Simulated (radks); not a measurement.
The nuclear charge of the tellurium ion Te2+ is varied continuously with 50 electrons held in [Kr] 4d10 5s2 5p2. Calculated with a radial shooting solver on a logarithmic mesh with Libxc functionals: Dirac Kohn-Sham, PBE, spin-unpolarised, spherical densities, point nucleus; open shells are shared between the two j in proportion to 2j + 1. By the Hellmann-Feynman theorem dE/dZ = E(electron-nucleus)/Z, the electronic potential at the nucleus.

Z     E (hartree)  E(electron-nucleus)/Z (hartree)   HOMO  e(HOMO) (eV)  <r> HOMO (bohr)
51    -6483.19074                         -308.390  5p3/2       -11.763            2.705
51.5  -6638.43636                         -312.594  5p3/2       -16.643            2.518
52    -6795.78517                         -316.803  5p3/2       -21.968            2.368
52.5  -6955.24028                         -321.019  5p3/2       -27.707            2.243
53    -7116.80544                         -325.243  5p3/2       -33.839            2.136

The central difference of E at Z = 52 is -316.804 hartree, to compare with the third column; the second derivative is -8.43 hartree.
